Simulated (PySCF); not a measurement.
Si(F)2(NCO)(OH) (CHF2NO2Si), SMILES O[Si](F)(N=C=O)F. Atoms are numbered in the order given.

```xyz
8

O      0.0224    -3.3305     0.0000
C      0.0107    -2.1531     0.0000
N     -0.0052    -0.9431     0.0000
Si     0.0028     0.7484     0.0000
O      1.5648     1.2554     0.0000
F     -0.8042     1.3014     1.2895
F     -0.8042     1.3014    -1.2895
H      1.7120     2.2173     0.0000
```
Charge 0, spin multiplicity 1.

Geometry optimised at PBE-D3(BJ)/def2-SVP. The structure was generated by enumeration, and PubChem lists no compound with its InChIKey, so it may never have been made. Other conformers were not sampled.

These are PySCF with TDDFT-CAM-B3LYP/def2-SVPD values and carry that method's errors.

Vertical excitations. Gas-phase values at a fixed geometry. State labels are in the subgroup Cs.

```
state  symmetry  energy (eV)  λ (nm)      f                                                                  main pairs
-----  --------  -----------  ------  -----  --------------------------------------------------------------------------
S1           A"         7.30     170  0.000                      HOMO−1→LUMO+2 53 %, HOMO→LUMO+1 24 %, HOMO→LUMO+3 14 %
S2           A'         7.51     165  0.000                    HOMO→LUMO+2 48 %, HOMO−1→LUMO+1 28 %, HOMO−1→LUMO+3 16 %
S3           A"         7.51     165  0.000                      HOMO−1→LUMO+2 43 %, HOMO→LUMO+1 32 %, HOMO→LUMO+3 17 %
S4           A"         8.21     151  0.000                          HOMO→LUMO 63 %, HOMO→LUMO+1 16 %, HOMO→LUMO+3 14 %
S5           A'         8.25     150  0.003                    HOMO−1→LUMO 59 %, HOMO−1→LUMO+1 19 %, HOMO−1→LUMO+3 18 %
S6           A"         8.68     143  0.035                                                            HOMO−2→LUMO 72 %
S7           A'         9.33     133  0.025  HOMO−1→LUMO+3 35 %, HOMO−1→LUMO 30 %, HOMO−1→LUMO+1 17 %, HOMO−3→LUMO 11 %
S8           A"         9.41     132  0.010        HOMO→LUMO+3 39 %, HOMO→LUMO 30 %, HOMO→LUMO+1 11 %, HOMO−2→LUMO 11 %
S9           A'         9.69     128  0.065                                                            HOMO−3→LUMO 73 %
S10          A'        10.05     123  1.172                    HOMO→LUMO+2 36 %, HOMO−1→LUMO+1 23 %, HOMO−1→LUMO+3 17 %
T1           A'         6.56     189      0                    HOMO→LUMO+2 48 %, HOMO−1→LUMO+1 24 %, HOMO−1→LUMO+3 15 %
T2           A"         6.89     180      0                      HOMO−1→LUMO+2 49 %, HOMO→LUMO+1 25 %, HOMO→LUMO+3 15 %
T3           A'         6.89     180      0                    HOMO→LUMO+2 43 %, HOMO−1→LUMO+1 28 %, HOMO−1→LUMO+3 17 %
T4           A"         7.33     169      0                      HOMO−1→LUMO+2 45 %, HOMO→LUMO+1 29 %, HOMO→LUMO+3 16 %
```
Triplets are in the Tamm–Dancoff approximation, which puts them higher than full response would, so one can lie above its singlet here.
